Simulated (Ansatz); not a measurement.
**Abstraction of F: NOF + C3H8B → NO + C3H8BF**

Species: NOF (nitrosyl fluoride) `O=NF`, singlet; C3H8B `C[B]CC`, doublet; NO (nitric oxide), doublet; C3H8BF `CCB(C)F`, singlet. A radical takes F: the energy is the difference in strength between the N–F bond broken and the B–F bond made.

Shapes, held fixed at every level: PBE0-D4/def2-TZVP. Flexible molecules stand in one conformer, not always the lowest. Programs: Ansatz 0.2.0. The zero-point and thermal change to 298 K, harmonic and unscaled (PBE0-D4/def2-TZVP), is +7.0 kJ/mol.

```
               level                    kind  ΔH(298 K) (kJ/mol)  less CCSD(T)/CBS estimate
       HF/def2-TZVPP            Hartree–Fock              -529.7                      -71.2
   PBE-D4/def2-TZVPP                     GGA              -393.0                      +65.5
  PBE0-D4/def2-TZVPP           global hybrid              -437.2                      +21.3
  wB97X-V/def2-TZVPP  range-separated hybrid              -458.4                       +0.1
   B2PLYP/def2-TZVPP           double hybrid              -453.2                       +5.3
    CCSD(T)/def2-SVP   coupled cluster or CI              -484.9                      -26.4
     CCSD/def2-TZVPP   coupled cluster or CI              -479.2                      -20.7
CCSD(T)/CBS estimate   coupled cluster or CI              -458.5                        0.0
```

The highest level, CCSD(T)/CBS estimate, gives ΔH(298 K) = -458.5 kJ/mol; the levels span -529.7 to -393.0. The column of differences is taken from that level and isn't an error. No measured value is set beside it here. Spin contamination: NO (⟨S²⟩ up to 0.78). Open shells run unrestricted. The CBS estimate extrapolates MP2 from def2-TZVPP and def2-QZVPP and adds CCSD(T) − MP2 in the triple-zeta set, cores frozen.
